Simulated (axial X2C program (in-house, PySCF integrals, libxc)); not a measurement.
**Worked dissociation energy of ZrCl: MP2, without spin–orbit coupling**

Calculated with an in-house all-electron X2C program for linear molecules (integrals from PySCF). Spin-free means the one-electron spin-free X2C Hamiltonian. Basis: Zr dyall-cv3z [11s12p9d6f3g], Cl dyall-av3z [9s8p3d2f] (cores contracted in-house); Gaussian nuclei, density fitting, unrestricted open shells. Masses: Zr 89.905 u, Cl 34.969 u.

Molecular state: M_S = 3/2, Λ = 0 (beyond evenly filled blocks: σα, δ+α, δ-α).

Correlated methods: 11 electrons correlated (number of frozen shells: Zr 4 s, 3 p, 1 d; Cl 2 s, 1 p), 307 virtual spin orbitals or spinors in MP2.

```
E(Zr) (2M_S = 2, M_L = 2) : -3596.271987 hartree
E(Cl) (2M_S = 1, M_L = 1) : -461.066971 hartree
E(ZrCl) at Re             : -4057.510103 hartree
ωe                        : 373.6 cm⁻¹
ωexe                      : 1.12 cm⁻¹
```

Work out De and D0.

De = -3596.271987 + (-461.066971) − (-4057.510103) = 0.17114 hartree = 4.657 eV. The zero-point energy is ωe/2 − ωexe/4 = 187 cm⁻¹ = 0.023 eV, so D0 = 4.634 eV.

One determinant describes the state; a PBE0 search over occupations chose it and may have missed a lower one. De is counted from the lowest determinant-based energies of the atoms at the same level, without counterpoise correction. PBE0 can misorder states that lie within some tenths of an eV, so this need not be the ground state of the molecule. The nearest other spin-free determinant of the search, M_S = 3/2, Λ = 3, lies 0.19 eV up at the distance of the search. The outer-core s and p shells of the metal are frozen in the correlated rows, which leaves out core–valence correlation; for alkali and alkaline-earth bonds that tends to lengthen them. With the outer-core shells frozen, correlated bond lengths of heavy atoms tend to come out a few hundredths of an ångström too long.

Each atomic determinant is the lowest at this level and need not be a pure term. Totals compare only within one Hamiltonian and basis.
